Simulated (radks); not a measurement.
Results of a calculation; reference values are marked as such.
Q: The erbium ion Er33+, configuration [Ar] 3d10 4s2 4p5. Code: a radial shooting solver on a logarithmic mesh with Libxc functionals. Model: scalar-relativistic Kohn-Sham, LDA (Slater exchange, VWN5 correlation), spin-polarised, spherical densities, finite nucleus; open shells are filled with parallel spins first (spin-orbit coupling, left out, can overturn this in heavy ions); Fermi nuclear charge, rms radius 5.2516 fm. Some entries of the table are withheld. Estimate them.

orbital,occ.,eigenvalue (eV),r(max) (bohr),<1/r> (bohr^-1)
1s up,1,-58629.04,0.01287,77.47
1s down,1,-58628.16,0.01287,77.47
2s up,1,-10944.80,0.07327,18.05
2s down,1,-10944.25,0.07327,18.05
2p up,3,-9839.089,0.05955,16.68
2p down,3,-9838.342,0.05955,16.68
3s up,1,-3422.732,0.2062,6.734
3s down,1,-3421.893,0.2062,6.735
3p up,3,-3085.750,0.2025,(1)
3p down,3,-3084.834,0.2025,(2)
3d up,5,-2671.975,0.1645,5.983
3d down,5,-2671.127,0.1645,5.984
4s up,1,-1542.169,0.4466,3.198
4s down,1,-1539.063,0.4465,3.198
4p up,3,-1417.169,0.4582,3.015
4p down,2,-1414.088,0.4581,3.014

A: 
(1) 3p up <1/r> (bohr^-1): 6.305
(2) 3p down <1/r> (bohr^-1): 6.306
